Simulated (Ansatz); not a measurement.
Ideal-gas functions of AlClFH3Si (`[F][AlH][SiH2]Cl`) at 400 K and 1 bar, from an Ansatz frequency run at PBE0-D4/def2-TZVP.

Molar mass 112.54 g/mol, point group Cs (symmetry number 1), electronic degeneracy 1, moments of inertia 49.032, 404.344, 447.569 u Å². Harmonic wavenumbers (cm⁻¹, unscaled): 23, 84, 170, 327, 400, 490, 534, 636, 687, 787, 840, 931, 1955, 2210, 2219.

Use S(trans) = R[1.5 ln M + 2.5 ln T − 1.1517]; rotational temperatures θ = 24.2544 K / I; S(rot) = R[ln(√π/σ · √(T³/θAθBθC)) + 1.5]; for each mode x = 1.438777 ν̃/T, S = R[x/(eˣ − 1) − ln(1 − e⁻ˣ)] and H = RT x/(eˣ − 1); 1 cm⁻¹ = 0.0119627 kJ/mol; R = 8.31446 J/(mol·K).

Problem. By hand: the entropy, in J/(mol·K).

Solution. Translation 173.9. Rotation: θ = 0.4947, 0.06, 0.0542 K, giving 118.7. Vibration, mode by mode: 29.04, 18.30, 12.53, 7.43, 5.97, 4.60, 4.06, 3.04, 2.63, 1.98, 1.70, 1.31, 0.06, 0.03, 0.03, in all 92.7. Electronic 0.0. Sum 385.3 J/(mol·K).

Problem. By hand: H − E and G − E in kJ/mol, counted from the electronic energy.

Solution. Zero-point energy ½ × 12293 × 0.0119627 = 73.5; thermal vibration 17.2; translation, rotation and pV give 4 RT = 13.3. H − E = 104.0 kJ/mol, and G − E = 104.0 − 400 × 385.3/1000 = -50.1 kJ/mol.

Vibration gives 24 % of the entropy, 47.3 J/(mol·K) of it from the modes under 150 cm⁻¹: soft modes count most, and the harmonic formula is weakest for them. The sum counts one conformer and one mirror image; others add a mixing term.
